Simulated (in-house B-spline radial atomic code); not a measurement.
## Solving the quasi-particle equation for 4s of Rb7+

Configuration [Ar] 3d10 4s2, start Hartree-Fock; correlation leaves out the 6 deepest shells. Computed with an all-electron radial atomic-structure program (B-spline basis): all electrons, scalar-relativistic (spin-free one-electron X2C), finite nucleus, each spin shell either full or empty, empty states to l = 9 with an (l + 1/2)⁻⁴ tail; G0W0 by contour deformation at full frequency.

At the mean-field level ε = -130.803 eV the matrix elements are Σx = -26.122 eV, v_xc = -26.122 eV and Σc(ε) = -1.537 eV, and the slope of the correlation self-energy is dΣc/dω = -0.0199. The quasi-particle energy solves E = ε + Σx − v_xc + Σc(E).

(1) What does the linearised equation give?

(2) How does that compare with the full solution and with static screening?

Results:

(1) Z = 1/(1 − dΣc/dω) = 1/1.0199 = 0.9805. The first-order shift is Σx − v_xc + Σc(ε) = -26.122 − (-26.122) + (-1.537) = -1.537 eV, so E ≈ ε + Z × shift = -130.803 + 0.9805 × (-1.537) = -132.310 eV.

(2) Solving the equation at full frequency dependence gives E = -132.311 eV, where Σc = -1.507 eV and the weight is 0.981; the linearised value is off by 1 meV. Leaving Z out would give -132.340 eV. Static COHSEX puts -3.153 eV in place of Σc and gives -133.956 eV, 1.65 eV deeper.
